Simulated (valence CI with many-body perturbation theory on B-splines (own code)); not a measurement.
# Ga8+ in brief

Computed by configuration interaction combined with many-body perturbation theory (CI+MBPT): five valence electrons over a frozen Dirac-Fock core [Ar], radial functions for each j: 7 s, 7 p, 8 d, 6 f, 4 g, 1 h, with the one-electron correlation potential Σ1 (screened to all orders), the two-electron term Σ2, the three-electron term Σ3, Breit, model QED; selected single and double excitations, second order for the rest, scaled by the run's own slope (own B-spline code, finite nucleus).

No measured levels were compared; by estimate terms of the open shell hold to 2 to 4 % of their energy, and close levels can change places; different configurations can be misplaced against each other by 1,000 to 8,000 cm⁻¹. Among the levels kept, up to 500 cm⁻¹ of a level comes from second order outside the variational space, and about a tenth of that is noise between levels of different J, which matters for small intervals. Only levels of the ground parity were solved; by the run's estimate the other parity begins above the list, which can be wrong where configurations are misplaced.

Rates and lifetimes use the calculated energies. Strong lines usually hold to 10 to 20 %, long lifetimes can be off by a factor of two.

(1) What is the ground level?

(2) Name the longest-lived excited levels whose lifetime is computed, and their main decay.

(3) What is the ionisation energy?

(4) How well does LS coupling describe the low levels?

Results:

(1) 3d5 6S_5/2, composition 99 % 3d5 6S, g = 1.999.

(2) 3d5 4G_7/2 at 54053 cm⁻¹ lives 2590 s, mostly by M1 to 3d5 4G_5/2; 3d5 4G_9/2 at 54098 cm⁻¹ lives 1750 s, mostly by M1 to 3d5 4G_11/2. The lifetime of 3d5 4G_11/2 is too uncertain to give, and may be longer.

(3) 210 eV; NIST lists 211 ± 2.2 eV (theoretical).

(4) Among the lowest 20 levels the leading LS term, summed over configurations, holds 88 % on average. For single configurations the figures are 88 % in LS and 53 % in jj coupling. Terms mix most in the J = 5/2 level at 82972 cm⁻¹, where the leading one holds 59 %.
